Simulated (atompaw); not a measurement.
## Plane-wave convergence, PAW (atompaw) potential for lead

atompaw 4.2.0.5 input, output lines left out:

```
Pb 82
GGA-PBESOL scalarrelativistic loggrid 2001 logderivrange -5 5 251
6 6 5 4 0 0
6 1 0
0 0 0
c
c
c
c
c
v
c
c
c
c
v
c
c
v
c
2
2.65 2.30 2.15 2.20
y
1.55
n
y
-0.4
n
y
-0.95
n
custom rrkj gramschmidtortho sinc
3 0 ultrasoft
1.90
2.65
2.65
2.65
2.00
2.00
```

The pseudo-atom Hamiltonian at the reference potential is diagonalised in spherical Bessel functions j_l(qr) that vanish at 20 bohr, with q² up to the cutoff. All-electron valence levels (Ry): 6s -2.0229, 6p -1.2606, 5d -2.7838.

Q: How do the lowest levels (Ry) of each channel move with the cutoff, and are there ghosts?

A:

| cutoff (Ry) | s #1 | p #1 | d #1 | f #1 | f #2 | Σ f·Δε (mRy) |
| --- | --- | --- | --- | --- | --- | --- |
| 8 | -2.0126 | -1.2603 | -2.2725 | -0.3064 | -0.1761 | 5133.5 |
| 15 | -2.0223 | -1.2606 | -2.7139 | -0.3113 | -0.1799 | 700.2 |
| 21 | -2.0227 | -1.2606 | -2.7764 | -0.3124 | -0.1807 | 75.0 |
| 35 | -2.0229 | -1.2606 | -2.7832 | -0.3127 | -0.1810 | 6.0 |
| 45 | -2.0229 | -1.2606 | -2.7837 | -0.3127 | -0.1810 | 1.2 |
| 60 | -2.0229 | -1.2606 | -2.7838 | -0.3127 | -0.1810 | 0.5 |
| 400 | -2.0229 | -1.2606 | -2.7838 | -0.3127 | -0.1810 | 0.0 |

Result: no extra level below or beside the all-electron valence levels (s, p, d, f tested); 10 mRy is reached at 30 Ry and 1 mRy at 50 Ry.
